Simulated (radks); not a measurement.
The numbers below are computed, except where a source is named.
Minus the highest occupied eigenvalue as an estimate of the ionisation energy, C to C5+. The LB94 potential has the -1/r tail that LDA and GGA lack but no energy functional. Level of theory: non-relativistic Kohn-Sham, LB94 model potential, spin-polarised, spherical densities, point nucleus; open shells are filled with parallel spins first (a radial shooting solver on a logarithmic mesh with Libxc functionals).

| species | configuration | HOMO | -e(HOMO) (eV) | <r> (bohr) | IE, NIST (eV) | kind |
|---|---|---|---|---|---|---|
| C | [He] 2s2 2p2 | 2p up | 10.900 | 1.69 | 11.260 | exp. |
| C+ | [He] 2s2 2p1 | 2p up | 23.593 | 1.45 | 24.383 | exp. |
| C2+ | [He] 2s2 | 2s | 46.305 | 1.37 | 47.888 | exp. |
| C3+ | [He] 2s1 | 2s up | 63.869 | 1.28 | 64.494 | exp. |
| C4+ | [He] | 1s | 381.96 | 0.268 | 392.09 | theory |
| C5+ | 1s1 | 1s up | 476.75 | 0.252 | 489.99 | theory |

Reference values: NIST Atomic Spectra Database (exp. = measured, semi-emp. = semi-empirical, theory = theoretical value adopted there). Open shells are spherical and high-spin; term and fine-structure splittings are not resolved.
